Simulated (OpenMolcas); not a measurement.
Cr3+ among 6 point charges of -1.5 e arranged as a trigonal prism (D3h), with a polar angle of 46.6° against the regular 49.1°.

```json
{
 "Program": "OpenMolcas 26.06",
 "Method": "CASSCF",
 "Basis": "ANO-RCC-VTZP [6s5p3d2f1g]",
 "Scalar Hamiltonian": "DKH2, point nucleus",
 "Active space": "3 electrons in 5 orbitals (3d)",
 "State averaging": "2S+1 = 4 even, 10 roots; 2S+1 = 2 even, 40 roots",
 "Spin-orbit coupling": "RASSI with atomic mean-field integrals over the reference wave functions"
}
```

All point charges move together. At R = 2.08 Å the first state of the same spin is 1705 cm-1, and at R = 2.23 Å it is 1212 cm-1.

**Question.** A third run gives 2732 cm-1. What distance was it run at?

**Answer.** With a power law R^-n the two known points give n = -ln(1212 / 1705) / ln(2.23 / 2.08) = 4.90. Then R = 2.08 × (1705 / 2732)^(1/4.90) = 1.889 Å. The run was at 1.89 Å, so the estimate is off by -0.001 Å.

Without dynamic correlation the repulsion within the d shell is too large (B by tens of per cent), so at a given field states of lower spin stand too high. The ground term spreads over less than 5000 cm-1, several times less than with real ligands, so orbital moments are less quenched and χT lies further from the spin-only value than at real sites (holds for R = 2.08; R = 2.23). Point charges carry no covalency, so the field is a model and not that of real ligands. No measured value stands beside these numbers.
